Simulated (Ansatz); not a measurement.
System: SeF$_{3}$, charge 0, multiplicity 2. SMILES: F[Se](F)F
Geometry: optimised at B3LYP-D3(BJ)/def2-TZVP (Ansatz, a first-principles code).

Wanted: atomisation energy, in kcal/mol. Set-up: spin-orbit terms left out; LANL2DZ with its own core potentials from Na on; 6-31G* and kin with 6d, 5d where marked; open shells spin-unrestricted; non-relativistic; atomisation electronic, to ground-state atoms. First-principles rows: single points at B3LYP-D3(BJ) geometries (Ansatz). A UHF reference is markedly spin-contaminated in at least one set, which strains HF and MP2. The spin state of an ion or metal species was assumed, not searched.

```json
[
 {"level": "HF/STO-3G", "program": "Ansatz", "atomisation energy (kcal/mol)": "-6.6"},
 {"level": "HF/3-21G", "program": "Ansatz", "atomisation energy (kcal/mol)": "34.5"},
 {"level": "HF/LANL2DZ", "program": "Ansatz", "atomisation energy (kcal/mol)": "7.1"},
 {"level": "HF/6-31G*", "program": "Ansatz", "atomisation energy (kcal/mol)": "79.6"},
 {"level": "HF/6-31G* with LANL2DZ past Ar", "program": "Ansatz", "atomisation energy (kcal/mol)": "51.5"}
]
```

No value to compare with is used here. The 5 habitual levels span -6.6 (HF/STO-3G) to 79.6 kcal/mol (HF/6-31G*).

The sets are all those run for this method; left out are runs that failed, that the program found above a lower state of the same kind, or whose <S^2> lies over 0.5 above the pure value.
